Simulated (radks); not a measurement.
W3+, configuration [Xe] 4f14 5d2.25 6p0.75 (fractional occupations, a model configuration). Method: Dirac Kohn-Sham, PBEsol, spin-unpolarised, spherical densities, point nucleus; open shells are shared between the two j in proportion to 2j + 1; computed with a radial shooting solver on a logarithmic mesh with Libxc functionals.

Spin-orbit splittings of the eigenvalues, e(l+1/2) - e(l-1/2), with zeta = 2 splitting/(2l+1) and mean radii in bohr:

\begin{tabular}{lrrrrr}
shell & occ. & splitting (eV) & zeta (eV) & <r> j=l-1/2 & <r> j=l+1/2 \\ \hline
2p & 6 & 1352 & 901.4 & 0.06366 & 0.07162 \\
3p & 6 & 292.4 & 194.9 & 0.1906 & 0.2054 \\
3d & 10 & 63.59 & 25.44 & 0.1797 & 0.1842 \\
4p & 6 & 67.83 & 45.22 & 0.4547 & 0.4880 \\
4d & 10 & 12.50 & 4.999 & 0.5049 & 0.5163 \\
4f & 14 & 2.244 & 0.6412 & 0.6009 & 0.6102 \\
5p & 6 & 10.16 & 6.774 & 1.162 & 1.257 \\
5d & 2.25 & 1.024 & 0.4097 & 1.688 & 1.731 \\
6p & 0.75 & 1.564 & 1.042 & 2.949 & 3.136 \\
\end{tabular}
